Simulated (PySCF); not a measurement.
# `InChI=1S/C2H3FN2SSi/c3-1-2(7)4-5-6-1/h7H3`

Molfile (atoms numbered from 1):
```
C2H3FN2SSi
     RDKit          3D

 10 10  0  0  0  0  0  0  0  0999 V2000
    0.9217    2.0388    0.5141 F   0  0  0  0  0  0  0  0  0  0  0  0
    1.1509    0.7786    0.1759 C   0  0  0  0  0  0  0  0  0  0  0  0
    2.7388    0.1453   -0.0297 S   0  0  0  0  0  0  0  0  0  0  0  0
    2.0768   -1.3347   -0.4047 N   0  0  0  0  0  0  0  0  0  0  0  0
    0.8258   -1.3529   -0.3793 N   0  0  0  0  0  0  0  0  0  0  0  0
    0.2143   -0.1979   -0.0597 C   0  0  0  0  0  0  0  0  0  0  0  0
   -1.6646   -0.0515    0.0239 Si  0  0  0  0  0  4  0  0  0  0  0  0
   -2.0597    0.9820   -0.9346 H   0  0  0  0  0  0  0  0  0  0  0  0
   -2.1915   -1.3661   -0.3144 H   0  0  0  0  0  0  0  0  0  0  0  0
   -2.0035    0.3631    1.3861 H   0  0  0  0  0  0  0  0  0  0  0  0
  1  2  1  0
  2  3  1  0
  3  4  1  0
  4  5  2  0
  5  6  1  0
  6  7  1  0
  6  2  2  0
  7  8  1  0
  7  9  1  0
  7 10  1  0
M  END
```

The calculation used GIAO PBE/pcSseg-1 magnetisability, rotational g tensor and spin-rotation constants, non-relativistic, gas phase (PySCF 2.14.0). Geometry: GFN2-xTB.

(1) Give the nuclear spin-rotation constants along the inertial axes (H = +C I·J) beside the isotropic shieldings.

(2) How do the rotational constants and the g tensor change when H8, H9, H10 are replaced by deuterium?

Results:

(1) Rotational constants 3.3140, 1.4557, 1.0233 GHz. A star marks the isotopologue with that one atom substituted, in its own axes.
| atom | isotope | Caa (kHz) | Cbb (kHz) | Ccc (kHz) | mean (kHz) | σ (ppm) |
| --- | --- | --- | --- | --- | --- | --- |
| F1 | 19F | 4.896 | 2.653 | -0.227 | 2.440 | 291.3 |
| N4 | 14N | 0.961 | 0.347 | 0.113 | 0.474 | -158.9 |
| N5 | 14N | 1.292 | 0.351 | 0.080 | 0.574 | -211.7 |
| H8 | 1H | -0.247 | -0.090 | -0.001 | -0.113 | 26.9 |
| H9 | 1H | -0.207 | 0.033 | -0.096 | -0.090 | 26.6 |
| H10 | 1H | -0.248 | -0.091 | 0.000 | -0.113 | 26.9 |
| C2 | 13C* | 1.302 | 0.783 | 0.351 | 0.812 | -18.4 |
| S3 | 33S* | 2.291 | 0.595 | 0.341 | 1.076 | 23.1 |
| C6 | 13C* | 1.333 | 0.549 | 0.205 | 0.696 | 47.7 |
| Si7 | 29Si* | -1.762 | -0.783 | -0.566 | -1.037 | 422.8 |

For the geometry as given, no vibrational averaging.

(2) Constants 3.1896, 1.3480, 0.9687 GHz; g -0.0911, -0.0257, -0.0043, against -0.0946, -0.0277, -0.0045 before.
